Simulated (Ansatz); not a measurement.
Mulliken charges of C2H5IOSi (`OC1(I)C[SiH2]1`) from r2SCAN/def2-TZVPP in Ansatz (PBE0-D4/def2-TZVP geometry).

```csv
atom,x (Å),y (Å),z (Å),charge (e)
O1,-0.737,0.764,1.472,-0.301
C2,0.182,0.358,0.543,0.107
I3,2.245,0.676,1.154,-0.155
C4,-0.026,-0.998,-0.138,-0.264
Si5,-0.150,0.476,-1.277,0.322
H6,-0.734,0.138,2.207,0.205
H7,-0.966,-1.475,0.134,0.085
H8,0.811,-1.685,-0.185,0.098
H9,-1.500,0.881,-1.718,-0.053
H10,0.958,0.811,-2.190,-0.044
```

Task: By hand: the dipole of these point charges (1 e Å = 4.8032 D).

Result: Σ q r = (-0.264, -0.224, -0.305) e Å, of length 0.461 e Å = 2.21 D.

Task: How does the dipole of the full density compare? (An estimate is asked.)

Result: Computed: (-0.322, -0.332, -0.146) e Å, 2.33 D; the point charges give 0.95 times that, at 24° from its direction.

Point charges leave out the atoms' own dipoles, such as those of lone pairs, and Mulliken's split depends on the basis, so the two needn't agree.
